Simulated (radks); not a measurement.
The dysprosium ion Dy3+, 63 electrons, occupied as [Xe] 4f9 (the NIST ground configuration). Calculated with a radial shooting solver on a logarithmic mesh with Libxc functionals: scalar-relativistic Kohn-Sham, BLYP, spin-polarised, spherical densities, finite nucleus; open shells are filled with parallel spins first (spin-orbit coupling, left out, can overturn this in heavy ions); Fermi nuclear charge, rms radius 5.2218 fm.

Normalised radial functions P(r) = r R(r), r in bohr:

r           5s up    5p up  4f down
0.001527   0.0661   0.0023   0.0000
0.00175    0.0732   0.0028   0.0000
0.002021   0.0814   0.0036   0.0000
0.002315   0.0896   0.0046   0.0000
0.002653   0.0984   0.0058   0.0000
0.003064   0.1082   0.0074   0.0000
0.00351    0.1177   0.0093   0.0000
0.004021   0.1273   0.0116   0.0000
0.004644   0.1374   0.0148   0.0000
0.005321   0.1464   0.0185   0.0000
0.006096   0.1545   0.0231   0.0000
0.00704    0.1616   0.0292   0.0000
0.008066   0.1662   0.0362   0.0000
0.009315   0.1679   0.0453   0.0000
0.01067    0.1656   0.0557   0.0000
0.01223    0.1585   0.0680   0.0001
0.01412    0.1446   0.0834   0.0001
0.01618    0.1246   0.1001   0.0002
0.01853    0.0969   0.1190   0.0004
0.0214     0.0589   0.1408   0.0006
0.02452    0.0150   0.1625   0.0010
0.0281    -0.0357   0.1842   0.0016
0.03245   -0.0943   0.2052   0.0027
0.03717   -0.1505   0.2207   0.0042
0.04293   -0.2049   0.2293   0.0069
0.04919   -0.2445   0.2264   0.0108
0.05635   -0.2650   0.2090   0.0167
0.06508   -0.2574   0.1714   0.0261
0.07456   -0.2164   0.1156   0.0393
0.08542   -0.1402   0.0408   0.0583
0.09865   -0.0254  -0.0546   0.0869
0.113      0.1034  -0.1510   0.1243
0.1305     0.2392  -0.2449   0.1776
0.1495     0.3398  -0.3083   0.2431
0.1713     0.3853  -0.3294   0.3248
0.1979     0.3490  -0.2902   0.4290
0.2267     0.2267  -0.1898   0.5421
0.2597     0.0320  -0.0360   0.6646
0.2999    -0.2122   0.1586   0.7962
0.3436    -0.4216   0.3338   0.9124
0.3937    -0.5500   0.4575   1.0097
0.4547    -0.5463   0.4912   1.0805
0.5209    -0.3936   0.4099   1.1088
0.6016    -0.0985   0.2099   1.0952
0.6893     0.2490  -0.0559   1.0444
0.7897     0.5920  -0.3496   0.9638
0.912      0.8775  -0.6351   0.8559
1.045      1.0276  -0.8360   0.7424
1.197      1.0479  -0.9428   0.6255
1.382      0.9464  -0.9468   0.5051
1.584      0.7739  -0.8615   0.3993
1.815      0.5731  -0.7175   0.3049
2.096      0.3733  -0.5375   0.2197
2.401      0.2230  -0.3729   0.1541
2.773      0.1139  -0.2281   0.1001
3.177      0.0529  -0.1285   0.0626
3.64       0.0212  -0.0640   0.0361
4.203      0.0067  -0.0261   0.0181
4.816      0.0018  -0.0095   0.0084

5s up: eigenvalue -79.012 eV, 4 radial nodes at r = 0.0256, 0.101, 0.265, 0.626 bohr, <r> = 1.27 bohr, 90 % of the charge inside 1.82 bohr. 5p up: eigenvalue -54.113 eV, 3 radial nodes at r = 0.0911, 0.267, 0.671 bohr, <r> = 1.47 bohr, 90 % of the charge inside 2.15 bohr. 4f down: eigenvalue -32.196 eV, 0 radial nodes, <r> = 0.824 bohr, 90 % of the charge inside 1.42 bohr.
